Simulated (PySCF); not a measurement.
# BPb⁻ at UHF-CCSD

Level: UHF-CCSD. B def2-SVPD, Pb def2-SVPD with ECP60; scalar-relativistic core potentials (PySCF 2.14).

- state: ³Π (triplet), unpaired electrons σ ↑, π ↑
- bond length: 0.2204 nm
- harmonic wavenumber: 540 cm⁻¹
- force constant: 1.79 mdyn/Å
- rotational constant Be: 0.3318 cm⁻¹
- anharmonicity ωexe: 2.74 cm⁻¹
- vibration–rotation constant αe: 0.00272 cm⁻¹
- well depth De to B + Pb⁻: 45.5 kcal/mol
- dissociation energy D0: 44.8 kcal/mol

Correlated steps freeze 5 core orbitals. Correlated levels converge slowly with the basis: in double zeta they bind strong bonds too weakly, by up to about 1 eV, and carry superposition errors of some tenths. Spin–orbit coupling is left out, which matters for elements this heavy, above all for dissociation energies. For an ion De counts to the pair picked by the measured ionisation energies or electron affinities, which need not be the lowest pair at this level. The state was picked by a PBE0 search and need not be the measured ground state.
